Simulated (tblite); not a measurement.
Species: C5H3O2S (charge -1).
Atom-mapped SMILES: `[O:1]=[C:2]([O-:3])[c:4]1[cH:5][cH:6][cH:7][s:8]1` (hydrogens: H9 on C5; H10 on C6; H11 on C7)
Bond orders are those of one Lewis drawing.

Computed with GFN2-xTB (tblite), gas phase: nudged elastic band of 9 images (0 to 8), spring 0.2 eV/Å², climbing image at the end, force threshold 0.05 eV/Å. No saddle search or frequency run followed, so the top image need not be a first-order saddle, and its height can exceed the method's true barrier by a kcal/mol or more.

The band describes a rotation about C4–C2 (substituted aromatic carbon, carboxylate carbon), followed by the dihedral C5–C4–C2–O3, from the optimised start (180°) to a second optimised geometry at 0°.

Task: How does the energy change from image to image?

Result: 
```json
{"image": "0", "dihedral (°)": "180", "E (eV)": "0.000", "C4–C2 (Å)": "1.545", "C5···O3 (Å)": "3.65", "largest true force (eV/Å)": "0.01"}
{"image": "1", "dihedral (°)": "-157", "E (eV)": "0.017", "C4–C2 (Å)": "1.551", "C5···O3 (Å)": "3.63", "largest true force (eV/Å)": "0.05"}
{"image": "2", "dihedral (°)": "-134", "E (eV)": "0.041", "C4–C2 (Å)": "1.561", "C5···O3 (Å)": "3.56", "largest true force (eV/Å)": "0.05"}
{"image": "3", "dihedral (°)": "-111", "E (eV)": "0.055", "C4–C2 (Å)": "1.568", "C5···O3 (Å)": "3.45", "largest true force (eV/Å)": "0.05"}
{"image": "4", "dihedral (°)": "-90", "E (eV)": "0.059", "C4–C2 (Å)": "1.571", "C5···O3 (Å)": "3.31", "largest true force (eV/Å)": "0.05"}
{"image": "5", "dihedral (°)": "-68", "E (eV)": "0.054", "C4–C2 (Å)": "1.569", "C5···O3 (Å)": "3.17", "largest true force (eV/Å)": "0.05"}
{"image": "6", "dihedral (°)": "-47", "E (eV)": "0.040", "C4–C2 (Å)": "1.562", "C5···O3 (Å)": "3.04", "largest true force (eV/Å)": "0.05"}
{"image": "7", "dihedral (°)": "-25", "E (eV)": "0.016", "C4–C2 (Å)": "1.553", "C5···O3 (Å)": "2.96", "largest true force (eV/Å)": "0.04"}
{"image": "8", "dihedral (°)": "0", "E (eV)": "0.000", "C4–C2 (Å)": "1.545", "C5···O3 (Å)": "2.95", "largest true force (eV/Å)": "0.01"}
```

Barriers of this band. The top is image 4 at -90°: 0.06 eV in either direction, as the ends lie within 0.002 eV of each other. The central bond is 0.026 Å longer at the top than at the start.

Task: What rate follows at 298 K for crossing this barrier forward?

Result: Taking the electronic barrier for the free energy of activation (no zero-point or entropy terms, transmission 1), rate = (kT/h)·exp(−ΔE/kT) ≈ 6 × 10^11 s⁻¹, whose inverse is 2 × 10^-12 s. An error of 1 kcal/mol in the barrier changes this by a factor of 5, and the method and the loose band can each miss by that much or more. The barrier is only 2.3 kT, where transition-state theory is rough.

Task: How long is the path, and how are the images spaced?

Result: Cartesian distances between aligned neighbours (all atoms, Å): 0.58, 0.56, 0.55, 0.56, 0.56, 0.55, 0.56, 0.61; the sum is 4.52 Å, and the top lies 50 % of the way along.

What follows is the cost of the whole band run. Hardware: one thread, Arm Neoverse V2 (aarch64), shared host. Cost: 1.7 s, 0.19 GiB resident at most.
